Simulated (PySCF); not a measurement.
# How strongly Ga binds etchant and ambient atoms

r²SCAN in PySCF with def2-TZVPP on every atom, for the lowest determinant that a PBE0 search found; no spin–orbit coupling. D0 is De less the harmonic zero-point energy.

```
 X            state of GaX  D0(GaX) (eV)  D0(X₂) (eV)
Cl  singlet (closed shell)          4.93         2.54
Br  singlet (closed shell)          4.47         2.28
 O           doublet (σ ↑)          4.47         5.53
```

**Question.** Give the energy of Ga + X₂ → GaX + X at 0 K for each X.

**Answer.** Cl: 2.54 − 4.93 = -2.39 eV; Br: 2.28 − 4.47 = -2.19 eV; O: 5.53 − 4.47 = +1.06 eV (r²SCAN/def2-TZVPP; negative means exothermic).

**Question.** Does an atom of Br displace Cl from GaCl?

**Answer.** GaCl + Br → GaBr + Cl has ΔE = 4.93 − 4.47 = +0.46 eV at r²SCAN/def2-TZVPP, so it is uphill.

Gas-phase diatomics only hint at surface chemistry, where an atom holds several bonds.

States were picked by a PBE0 search and need not be the measured ground states.
